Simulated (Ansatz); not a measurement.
Relaxed structures of BHSeO, closed shell (PBE0-D4/def2-TZVP; forces vanish, vibrations not checked; lower isomers may exist, and structures with a doubtful reference or unclear bonds are left out; Å). Ansatz 0.2.0; basis: def2-TZVPP; cores frozen in the correlated methods. Filled d shells of the heavier atoms are correlated. The def2 sets are not built for correlating such inner shells, so the correlated values are less sure here.

Q: Rank them by CCSD(T) energy, lowest first, and give each one's height above the lowest. Links in brackets join atoms within 1.22 times the sum of their covalent radii (1.1 for two metals). (An estimate is asked for; the value comes from the calculation.)
A.
BHSeO ([O][B][SeH])
```
4
angstrom
B 0.1662 -0.5245 0.2522
O -0.8830 -0.2968 -0.2922
Se 1.7934 -0.9052 1.1640
H 2.5777 -0.4390 0.0111
```
B.
BHSeO ([BH]1[O][Se]1)
```
4
angstrom
B -0.2063 0.2728 -0.1329
O -0.4755 -0.9516 0.2489
Se 1.4421 -0.5448 0.4508
H -0.7602 1.2236 -0.5668
```
C.
BHSeO ([OH][B][Se])
```
4
angstrom
B 0.2237 -0.5063 0.1728
O -1.0072 -0.9078 -0.0337
Se 1.8635 0.0647 0.3934
H -1.4096 -1.5054 0.6024
```

A: The calculation gives: C (0.000 eV), A (0.054 eV), B (1.874 eV). Heights count from the lowest.

The T1 diagnostic stays at or below 0.016. The restricted Hartree–Fock reference is unstable towards an unrestricted one at one or more of these structures.

For scale, one of the runs: CCSD(T)/def2-TZVPP, 124 basis functions, launched by `ansatz run in.yaml --threads 2 --pin off --events-out ev --progress --plain --max-ram 4352MiB`. The run took 20 s on 2 CPU threads of an Arm Neoverse V1 (shared host), with 0.6 GiB of host memory at its peak.
